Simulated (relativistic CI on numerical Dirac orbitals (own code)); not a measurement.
## Ta²⁷⁺: computed level list

Computed by Dirac-Coulomb-Breit CI, KLI orbitals optimised for each configuration, model QED (radiative potential, 1s self-energy scaled to tabulated hydrogen-like ionisation energies), unscaled Slater integrals (own radial code, finite nucleus).

Configurations in the expansion (outside the closed core [Ar] 3d10): 4s2.4p6.4d10, 4s2.4p6.4d9.4f, 4s2.4p5.4d10.4f, 4s.4p6.4d10.4f, 4s2.4p6.4d9.5s, 4s2.4p6.4d9.5p, 4s2.4p6.4d9.5d, 4s2.4p5.4d10.5s, 4s2.4p6.4d9.5f, 4s2.4p5.4d10.5p, 4s2.4p6.4d9.6s, 4s2.4p6.4d9.5g, 4s2.4p6.4d9.6p, 4s2.4p5.4d10.5d, 4s.4p6.4d10.5s, 4s2.4p6.4d9.6d, 4s2.4p6.4d9.6f, 4s.4p6.4d10.5p, 4p6.4d10.4f2, 4p6.4d9.4f3, 4p5.4d10.4f3, 4p6.4d9.4f2.5s, 4p6.4d9.4f2.5p, 4p6.4d9.4f2.5d. Double excitations out of closed p, d and f shells are left out; levels of such configurations are missing from the list, as are those of other unlisted configurations, and high levels can miss mixing partners. These lack a partner that the ground configuration has and come out too high: 4s2.4p5.4d10.5s, 4s2.4p6.4d9.5f, 4s2.4p5.4d10.5p, 4s2.4p6.4d9.6s, 4s2.4p6.4d9.5g.

| No. | Configuration | Term | J | E (Ry) | % | Next component (%) | Lifetime (s) | jj configuration (%) |
| --- | --- | --- | --- | --- | --- | --- | --- | --- |
| 1 | 4s2.4p6.4d10 | 1S | 0 | 0.0000 | 100 |  |  | closed (100) |
| 2 | 4s2.4p6.4d9.4f | 3P° | 0 | 13.5935 | 100 |  |  | 4d5/2^5 4f5/2 (100) |
| 3 | 4s2.4p6.4d9.4f | 3P° | 1 | 13.7439 | 88 | 12 3D° | 1.36e-09 | 4d5/2^5 4f5/2 (81) |
| 4 | 4s2.4p6.4d9.4f | 3P° | 2 | 14.0369 | 58 | 35 3D° | 4.51e-05 | 4d5/2^5 4f5/2 (56) |
| 5 | 4s2.4p6.4d9.4f | 3H° | 5 | 14.0967 | 62 | 35 1H° |  | 4d5/2^5 4f5/2 (99) |
| 6 | 4s2.4p6.4d9.4f | 3H° | 6 | 14.2134 | 100 |  | 3.42e-02 | 4d5/2^5 4f7/2 (100) |
| 7 | 4s2.4p6.4d9.4f | 3F° | 3 | 14.3092 | 58 | 30 3D° | 7.02e-03 | 4d5/2^5 4f5/2 (86) |
| 8 | 4s2.4p6.4d9.4f | 1D° | 2 | 14.3333 | 45 | 35 3F° | 3.15e-05 | 4d5/2^5 4f7/2 (55) |
| 9 | 4s2.4p6.4d9.4f | 3G° | 4 | 14.3693 | 42 | 22 3H° | 5.31e-03 | 4d5/2^5 4f5/2 (94) |
| 10 | 4s2.4p6.4d9.4f | 3F° | 4 | 14.5539 | 62 | 29 1G° | 2.30e-03 | 4d5/2^5 4f7/2 (95) |
| 11 | 4s2.4p6.4d9.4f | 3G° | 5 | 14.6835 | 75 | 22 1H° | 1.40e-03 | 4d5/2^5 4f7/2 (99) |
| 12 | 4s2.4p6.4d9.4f | 3D° | 3 | 14.7532 | 42 | 36 1F° | 4.37e-04 | 4d5/2^5 4f7/2 (81) |
| 13 | 4s2.4p6.4d9.4f | 3D° | 1 | 14.7895 | 87 | 11 3P° | 2.15e-11 | 4d3/2^3 4d5/2^6 4f5/2 (44) |
| 14 | 4s2.4p6.4d9.4f | 3H° | 4 | 15.1611 | 68 | 23 1G° | 4.48e-05 | 4d3/2^3 4d5/2^6 4f5/2 (93) |
| 15 | 4s2.4p6.4d9.4f | 1D° | 2 | 15.2191 | 51 | 24 3P° | 3.87e-05 | 4d3/2^3 4d5/2^6 4f5/2 (49) |
| 16 | 4s2.4p6.4d9.4f | 3F° | 2 | 15.3830 | 48 | 41 3D° | 3.37e-05 | 4d3/2^3 4d5/2^6 4f5/2 (50) |
| 17 | 4s2.4p6.4d9.4f | 1H° | 5 | 15.5085 | 43 | 35 3H° | 3.16e-05 | 4d3/2^3 4d5/2^6 4f7/2 (97) |
| 18 | 4s2.4p6.4d9.4f | 3G° | 3 | 15.6020 | 68 | 23 3F° | 3.65e-05 | 4d3/2^3 4d5/2^6 4f5/2 (63) |
| 19 | 4s2.4p6.4d9.4f | 3G° | 4 | 15.7658 | 48 | 33 1G° | 3.52e-05 | 4d3/2^3 4d5/2^6 4f7/2 (97) |
| 20 | 4s2.4p6.4d9.4f | 1F° | 3 | 15.7713 | 60 | 21 3D° | 3.05e-05 | 4d3/2^3 4d5/2^6 4f7/2 (59) |
| 21 | 4s2.4p6.4d9.4f | 1P° | 1 | 18.4608 | 99 | 1 3D° | 1.64e-13 | 4d3/2^3 4d5/2^6 4f5/2 (52) |
| 22 | 4s2.4p6.4d9.5s | 3D | 3 | 24.5503 | 100 |  | 1.69e-07 | 4d5/2^5 5s (100) |
| 23 | 4s2.4p6.4d9.5s | 1D | 2 | 24.6246 | 54 | 46 3D | 5.88e-09 | 4d5/2^5 5s (100) |
| 24 | 4s2.4p6.4d9.5s | 3D | 1 | 25.6572 | 100 |  | 2.33e-08 | 4d3/2^3 4d5/2^6 5s (100) |
| 25 | 4s2.4p6.4d9.5s | 3D | 2 | 25.7135 | 54 | 46 1D | 6.60e-09 | 4d3/2^3 4d5/2^6 5s (100) |
| 26 | 4s2.4p6.4d9.5p | 3P° | 2 | 27.6642 | 57 | 29 3D° | 6.12e-11 | 4d5/2^5 5p1/2 (99) |
| 27 | 4s2.4p5.4d10.4f | 3D | 1 | 27.6954 | 100 |  | 1.11e-12 | 4p3/2^3 4f5/2 (100) |
| 28 | 4s2.4p6.4d9.5p | 3F° | 3 | 27.7285 | 47 | 34 1F° | 5.77e-11 | 4d5/2^5 5p1/2 (100) |
| 29 | 4s2.4p5.4d10.4f | 3D | 2 | 27.9442 | 77 | 22 3F | 1.09e-12 | 4p3/2^3 4f5/2 (74) |
| 30 | 4s2.4p5.4d10.4f | 3G | 4 | 28.0606 | 59 | 36 1G | 1.04e-12 | 4p3/2^3 4f5/2 (99) |
| 31 | 4s2.4p5.4d10.4f | 3G | 5 | 28.1445 | 100 |  | 1.05e-12 | 4p3/2^3 4f7/2 (100) |
| 32 | 4s2.4p5.4d10.4f | 3F | 3 | 28.2426 | 58 | 26 3D | 1.05e-12 | 4p3/2^3 4f5/2 (76) |
| 33 | 4s2.4p5.4d10.4f | 1F | 3 | 28.3786 | 60 | 25 3D | 1.06e-12 | 4p3/2^3 4f7/2 (76) |
| 34 | 4s2.4p5.4d10.4f | 3F | 4 | 28.6172 | 67 | 29 1G | 1.02e-12 | 4p3/2^3 4f7/2 (100) |
| 35 | 4s2.4p6.4d9.5p | 3F° | 2 | 28.7933 | 80 | 13 1D° | 5.77e-11 | 4d3/2^3 4d5/2^6 5p1/2 (99) |
| 36 | 4s2.4p5.4d10.4f | 1D | 2 | 28.8761 | 59 | 35 3F | 1.08e-12 | 4p3/2^3 4f7/2 (74) |
| 37 | 4s2.4p6.4d9.5p | 3D° | 1 | 28.9060 | 47 | 27 3P° | 1.33e-12 | 4d3/2^3 4d5/2^6 5p1/2 (98) |
| 38 | 4s2.4p6.4d9.5p | 3F° | 4 | 29.5742 | 100 |  | 1.38e-11 | 4d5/2^5 5p3/2 (100) |
| 39 | 4s2.4p6.4d9.5p | 1D° | 2 | 29.6596 | 53 | 33 3P° | 1.38e-11 | 4d5/2^5 5p3/2 (98) |
| 40 | 4s2.4p6.4d9.5p | 1P° | 1 | 29.6616 | 63 | 34 3P° | 6.87e-13 | 4d5/2^5 5p3/2 (96) |
| 41 | 4s2.4p6.4d9.5p | 3D° | 3 | 29.7788 | 73 | 26 1F° | 1.24e-11 | 4d5/2^5 5p3/2 (100) |
| 42 | 4s2.4p6.4d9.5p | 3P° | 0 | 30.5324 | 100 |  | 1.54e-11 | 4d3/2^3 4d5/2^6 5p3/2 (100) |
| 43 | 4s2.4p6.4d9.5p | 3F° | 3 | 30.7420 | 52 | 40 1F° | 1.36e-11 | 4d3/2^3 4d5/2^6 5p3/2 (100) |
| 44 | 4s2.4p6.4d9.5p | 3D° | 1 | 30.7424 | 51 | 38 3P° | 3.83e-12 | 4d3/2^3 4d5/2^6 5p3/2 (97) |
| 45 | 4s2.4p6.4d9.5p | 3D° | 2 | 30.8564 | 55 | 23 1D° | 1.26e-11 | 4d3/2^3 4d5/2^6 5p3/2 (99) |

Energies count from the lowest computed level; ° marks odd parity; lifetimes are radiative, by E1, M1, E2, M2, E3 decay to levels of this space only; some are left blank where a channel outside the calculation adds to the decay or the decay crosses a small, uncertain gap. Filled j subshells are mostly left out of the jj labels.

The mean weight of the leading LS term, summed over parents, in these 45 levels is 68 %, and that of the leading jj configuration (from the same eigenvectors) 87 %, so jj coupling describes them better and the LS labels are nominal.

At this charge energies of transitions that change n are usually good to better than 1 %, and those within a shell (Δn = 0) to a few per cent.

LS names give the leading component of a level, which can be under half, so a name can repeat, a term be missing and a line seem to break the LS rules.
